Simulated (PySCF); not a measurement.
C5H5Cl. Atoms are numbered in the order given.

```xyz
11

C     -0.9121    -3.1009     0.0000
C      0.0659    -2.2325     0.0000
C      1.0532    -1.3533     0.0000
C      0.9286     0.1059     0.0000
C     -0.2361     0.7780     0.0000
Cl    -0.3203     2.5039     0.0000
H     -1.3396    -3.4832     0.9362
H     -1.3396    -3.4832    -0.9362
H      2.0786    -1.7469     0.0000
H      1.8632     0.6755     0.0000
H     -1.2148     0.2887     0.0000
```

Geometry optimised at r2SCAN-D4/def2-SVP. The structure was generated by enumeration; whether it is a known compound was not checked. The values are those of a single conformer.

Method: r2SCAN/def2-TZVP in PySCF.

The molecule is in vacuum.

- total energy = -653.58943 hartree
- point group = Cs
- highest occupied level = -5.69 eV
- lowest empty level = -2.04 eV
- orbital gap = 3.65 eV
- dipole moment = 0.330 e·Å
- quadrupole, principal values (traceless, Buckingham form, about the centre of nuclear charge) = -3.47, -3.14, 6.61 D·Å
- mean static polarisability = 80.8 bohr³ (11.98 Å³)
- polarisability, principal values = 44.1, 70.8, 127.5 bohr³
